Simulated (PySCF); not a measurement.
GeH4SSi, neutral, multiplicity 1. Atoms are numbered in the order given.

```xyz
7

Ge    -0.8279    -0.1928     0.0000
S      0.9800    -1.4914     0.0000
H      0.3358    -2.6858     0.0000
Si     0.5711     1.8414     0.0000
H      2.0507     1.6112     0.0000
H      0.2163     2.6629    -1.2040
H      0.2163     2.6629     1.2040
```

Geometry: r2SCAN-D4/def2-SVP. The values are those of a single conformer.

Calculation: PySCF with r2SCAN/def2-TZVPD.

Symmetry labels are those of the subgroup Cs that the program uses (full group Cs).

Question: List the valence orbital energies around the gap with their symmetry. (Estimate from the structure and the level; the computed values follow.)

Answer: 
```json
[
 {"orbital": "HOMO−7", "symmetry": "A'", "energy (eV)": "-14.10"},
 {"orbital": "HOMO−6", "symmetry": "A'", "energy (eV)": "-12.19"},
 {"orbital": "HOMO−5", "symmetry": "A'", "energy (eV)": "-10.32"},
 {"orbital": "HOMO−4", "symmetry": "A\"", "energy (eV)": "-8.80"},
 {"orbital": "HOMO−3", "symmetry": "A'", "energy (eV)": "-8.71"},
 {"orbital": "HOMO−2", "symmetry": "A'", "energy (eV)": "-7.73"},
 {"orbital": "HOMO−1", "symmetry": "A\"", "energy (eV)": "-7.36"},
 {"orbital": "HOMO", "symmetry": "A'", "energy (eV)": "-5.86"},
 {"orbital": "LUMO", "symmetry": "A\"", "energy (eV)": "-3.52"},
 {"orbital": "LUMO+1", "symmetry": "A'", "energy (eV)": "-0.96"},
 {"orbital": "LUMO+2", "symmetry": "A'", "energy (eV)": "-0.42"},
 {"orbital": "LUMO+3", "symmetry": "A'", "energy (eV)": "0.09"}
]
```
